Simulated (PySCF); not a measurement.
A series of related molecules.

All values: PBE0/pcSseg-1 (PySCF) at PBE0-D3(BJ)/def2-SVP geometries, gas phase, one conformer each.

Task: Rank by LUMO energy, lowest first.
A. `C=C1CCC[C@H](CF)C1`
B. `C=N[C@@H]1CCCC(=C)C1`
C. `B[C@@H]1CCCC(=C)C1`

Result: C (-1.33 eV), B (-0.30 eV), A (0.42 eV).

All values together:

| SMILES | formula | μ (D) | HOMO (eV) | LUMO (eV) | lowest IAO charge (e) | highest IAO charge (e) | lowest Hirshfeld charge (e) | highest Hirshfeld charge (e) |
| --- | --- | --- | --- | --- | --- | --- | --- | --- |
| C=N[C@@H]1CCCC(=C)C1 | C8H13N | 1.28 | -7.04 | -0.30 | -0.339 (C) | +0.149 (H) | -0.131 (N) | +0.053 (H) |
| C=C1CCC[C@@H](B(C)C)C1 | C9H17B | 0.69 | -6.92 | -0.32 | -0.564 (C) | +0.344 (B) | -0.193 (C) | +0.207 (B) |
| B[C@@H]1CCCC(=C)C1 | C7H13B | 0.74 | -7.03 | -1.33 | -0.341 (C) | +0.139 (H) | -0.121 (C) | +0.159 (B) |
| C=C1CCC[C@H](CF)C1 | C8H13F | 1.53 | -7.05 | 0.42 | -0.342 (C) | +0.144 (H) | -0.121 (C) | +0.043 (H) |

Conformers: `[CH2:1]=[N:2][C@@H:3]1[CH2:4][CH2:5][CH2:6][C:7](=[CH2:8])[CH2:9]1` with C1–N2–C3–C4 -120°, N2–C3–C4–C5 -176°, C3–C4–C5–C6 56°, C4–C5–C6–C7 -53°, C5–C6–C7–C8 -125°; `[CH2:1]=[C:2]1[CH2:3][CH2:4][CH2:5][C@@H:6]([B:7]([CH3:8])[CH3:9])[CH2:10]1` with C5–C6–B7–C8 -155°, C1–C2–C3–C4 -125°, C2–C3–C4–C5 -53°, C3–C4–C5–C6 56°, C4–C5–C6–B7 -177°; `[BH2:1][C@@H:2]1[CH2:3][CH2:4][CH2:5][C:6](=[CH2:7])[CH2:8]1` with H–B1–C2–C3 96° and -79°, B1–C2–C3–C4 180°, C2–C3–C4–C5 56°, C3–C4–C5–C6 -53°, C4–C5–C6–C7 -126°; `[CH2:1]=[C:2]1[CH2:3][CH2:4][CH2:5][C@H:6]([CH2:7][F:8])[CH2:9]1` with C5–C6–C7–F8 -62°, C1–C2–C3–C4 125°, C2–C3–C4–C5 54°, C3–C4–C5–C6 -55°, C4–C5–C6–C7 178°.
